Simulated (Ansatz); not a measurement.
Reactions of BH$_{8}$NSi$_{2}$ (`[SiH3]BN[SiH3]`).

Gas-phase electronic energies from Ansatz, PBE0-D4/def2-TZVP geometries. CCSD(T)/CBS adds triple-zeta CCSD(T) − MP2 to the extrapolated MP2 energy (def2 sets, frozen cores). This one scheme is used for every species. Double bonds are as drawn, so ΔE can hold a change between cis and trans. DFT in def2-TZVPP. Elements past krypton have def2 core potentials. For Ga, Ge, Se, Sn outer-core shells are correlated without core-valence functions, which leaves a few kJ/mol of doubt a bond. Scalar relativity is left out up to krypton. One conformer a species, not always the lowest.

| reaction | CCSD(T)/CBS(def2) (kJ/mol) |
| --- | --- |
| `[SiH3]BN[SiH3]` + `C1CCC1` → `[SiH3]C1CCC1` + `BN[SiH3]` | -15 |
| `[SiH3]BN[SiH3]` + `N=C[SeH]` → `[SiH3]/N=C\[SeH]` + `BN[SiH3]` | -66 |
| `[SiH3]BN[SiH3]` + `[CH3][GaH2]` → `[SiH3][CH2][GaH2]` + `BN[SiH3]` | -32 |
| `[SiH3]BN[SiH3]` + CH₃NH₂ → `CNB[SiH3]` + `N[SiH3]` | ? |
| `[SiH3]BN[SiH3]` + CH₃SH → `CSB[SiH3]` + `N[SiH3]` | 21 |
| `[SiH3]BN[SiH3]` + `[CH3][SnH3]` → `[CH3][SnH2][BH][SiH3]` + `N[SiH3]` | ? |
| `[SiH3]BN[SiH3]` + `C=[CH][GeH3]` → `C=[C]([SiH3])[GeH3]` + `BN[SiH3]` | -27 |
| `[SiH3]BN[SiH3]` + `[SiH3]Cl` → `[SiH3]B[SiH2]Cl` + `N[SiH3]` | 151 |
| `[SiH3]BN[SiH3]` + `NCS` → `NCS[SiH3]` + `BN[SiH3]` | ? |
| `[SiH3]BN[SiH3]` + `CC(=N)[SiH3]` → `C/C([SiH3])=N\[SiH3]` + `BN[SiH3]` | -45 |

(1) Fill in the missing values. (An estimate is asked.)

Largest T1 diagnostic: 0.015, for `CSB[SiH3]`.

Results:

(1) Computed: `[SiH3]BN[SiH3]` + CH₃NH₂ → `CNB[SiH3]` + `N[SiH3]`: -23.6 kJ/mol; `[SiH3]BN[SiH3]` + `[CH3][SnH3]` → `[CH3][SnH2][BH][SiH3]` + `N[SiH3]`: +136.9 kJ/mol; `[SiH3]BN[SiH3]` + `NCS` → `NCS[SiH3]` + `BN[SiH3]`: -75.7 kJ/mol.
